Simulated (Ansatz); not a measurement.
Gas-phase reaction R1 → P1 + P2, each structure at its B3LYP-D3(BJ)/def2-TZVP stationary point, reached from a drawn start (curvature not checked).
R1, SiCl4 (SMILES Cl[Si](Cl)(Cl)Cl) (charge 0, multiplicity 1):
| atom | x (Å) | y (Å) | z (Å) |
|---|---|---|---|
| Si | 0.0000 | 0.0000 | 0.0000 |
| Cl | 1.1735 | 1.1735 | 1.1735 |
| Cl | 1.1735 | -1.1735 | -1.1735 |
| Cl | -1.1735 | 1.1735 | -1.1735 |
| Cl | -1.1735 | -1.1735 | 1.1735 |
P1, Cl3Si (SMILES Cl[Si](Cl)Cl) (charge 0, multiplicity 2):
```tsv
atom	x (Å)	y (Å)	z (Å)
Si	-0.0001	0.0000	-0.5169
Cl	1.9396	0.0000	0.1720
Cl	-0.9697	1.6797	0.1725
Cl	-0.9697	-1.6797	0.1725
```
P2: Cl atom, charge 0, multiplicity 2.

P less R. No zero-point or thermal terms; singlets are restricted closed shells; open shells are unrestricted; no spin–orbit coupling.

Codes used: Ansatz (a first-principles code). No computed number here is a measurement.

Problem. One of these levels gives 101.56 kcal/mol for the reaction energy. Which one is it?
A) wB97M-V/def2-TZVPP
B) HF/cc-pV(T+d)Z
C) B3LYP/def2-TZVPP

Solution. C, B3LYP/def2-TZVPP. The others give 82.05 (HF/cc-pV(T+d)Z), 112.89 (wB97M-V/def2-TZVPP)
